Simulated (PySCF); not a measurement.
C4H7Cl, SMILES C=CCCCl. Geometry optimised at PBE-D3(BJ)/def2-SVP. The values are those of a single conformer.

Computed equilibrium geometry at PBE-D3(BJ)/def2-SVP (PySCF confirms it by a frequency run) as Cartesian coordinates in Å (one conformer of several):
```xyz
12

C     -2.9404     0.2469    -0.1142
C     -1.8261    -0.3860    -0.5196
C     -0.4507     0.2221    -0.5552
C      0.4947    -0.4798     0.4206
Cl     2.1681     0.1919     0.3270
H     -3.9196    -0.2565    -0.1071
H     -2.9141     1.2988     0.2171
H     -1.8981    -1.4417    -0.8424
H     -0.0194     0.1368    -1.5768
H     -0.4940     1.3034    -0.3102
H      0.5708    -1.5640     0.2042
H      0.1520    -0.3583     1.4665
```
Charge 0, spin multiplicity 1.
